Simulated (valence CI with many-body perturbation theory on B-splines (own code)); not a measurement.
# Basis-set convergence for Cd XXVI

Calculated by valence CI with perturbative core correlation (CI+MBPT): five valence electrons over a frozen Dirac-Fock core [Ar], a basis of 7 s, 7 p, 8 d, 6 f, 4 g, 1 h functions for each j, with the one-electron correlation potential Σ1, the two-electron term Σ2, the three-electron term Σ3, Breit, model QED; selected CI, second order for the rest, scaled by the run's own slope (own B-spline code, finite nucleus).

No measured spectrum was set against this ion. As an estimate, terms of the open shell hold to 2 to 4 % of their energy, and close levels can change places. Among the levels kept, up to 580 cm⁻¹ of a level comes from second order outside the variational space, and about a tenth of that is noise between levels of different J, which matters for small intervals. Only levels of the ground parity were solved; by the run's estimate the other parity begins above the list, which can be wrong where configurations are misplaced.

The reference run has the lowest level 3d5 6S_5/2 and an ionisation energy of 1319.95 eV. Its largest variational space holds 20234 state functions.

Names give the largest LS component (configuration and term), which can be under half, so a name can repeat, a term be missing and a line seem to break the LS rules; names also repeat where a configuration has a term twice. Letters in brackets count levels of one name in rising energy.

Changed runs:
A. basis 6 s, 6 p, 5 d, 5 f, 1 g
B. basis 5 s, 5 p, 4 d, 4 f

Excitation energies of the reference run in cm⁻¹, and shifts in cm⁻¹:

| Level | Reference | A | B |
| --- | --- | --- | --- |
| 3d5 4G_5/2 [a] | 85494 | +529 | +1497 |
| 3d5 4G_7/2 | 117827 | +444 | +1498 |
| 3d5 4P_3/2 | 121770 | +471 | +1457 |
| 3d5 4G_11/2 | 122516 | +423 | +1428 |
| 3d5 4G_5/2 [b] | 128879 | +400 | +1340 |
| 3d5 4G_9/2 | 130846 | +392 | +1429 |
| 3d5 4P_1/2 | 139991 | +471 | +1407 |
| 3d5 4D_7/2 | 160921 | +404 | +1667 |
| 3d5 4D_5/2 | 168409 | +548 | +1813 |
| 3d5 2I_11/2 | 182713 | +530 | +1740 |
| 3d5 4D_1/2 | 185872 | +386 | +1574 |
| 3d5 2F_7/2 [a] | 188856 | +644 | +2135 |
| Ionisation energy (eV) | 1319.95 | -0.08 | -0.09 |
